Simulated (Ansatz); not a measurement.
Relaxation of ClGaH₄O₂ (8 atoms, charge 0, multiplicity 1), to a largest force component of 0.03 eV/Å in at most 50 steps.

Theory: RKS PBE0-D4/def2-SVP (Ansatz 0.2.0).

```xyz
8
Properties=species:S:1:pos:R:3
Ga -0.307 -0.427 -0.370
Cl 1.687 -1.329 -0.045
O -0.605 0.587 -1.781
O -1.640 -0.766 0.730
H 1.251 1.007 1.097
H 0.859 1.572 1.256
H 0.161 0.701 -2.354
H -1.407 -1.344 1.467
```

**Question.** Where does it end, and by what steps?

**Answer.** The forces met the threshold. After 9 steps the energy has fallen by 0.127 eV; Cl2 moved furthest, 0.31 Å.

```
step  energy less start (eV)  largest force component (eV/Å)  accepted
   0                  0.0000                           1.975       yes
   1                 -0.0890                           0.750       yes
   2                 -0.0500                           1.087        no
   3                 -0.1177                           0.083       yes
   4                 -0.1208                           0.110       yes
   5                 -0.1237                           0.176       yes
   6                 -0.1256                           0.095       yes
   7                 -0.1262                           0.104       yes
   8                 -0.1262                           0.065        no
   9                 -0.1266                           0.012       yes
```

```xyz
8
Properties=species:S:1:pos:R:3
Ga -0.240 -0.440 -0.343
Cl 1.580 -1.576 -0.208
O -0.507 0.671 -1.691
O -1.548 -0.698 0.816
H 1.222 1.124 1.121
H 0.601 1.567 1.125
H 0.233 0.710 -2.305
H -1.341 -1.359 1.485
```

Whether the end is a true minimum wasn't checked by a vibrational analysis.

Time of the run: 17 s on 2 threads of AMD EPYC 9R14 (Zen 4), with other jobs on the host, peak memory 0.24 GiB.
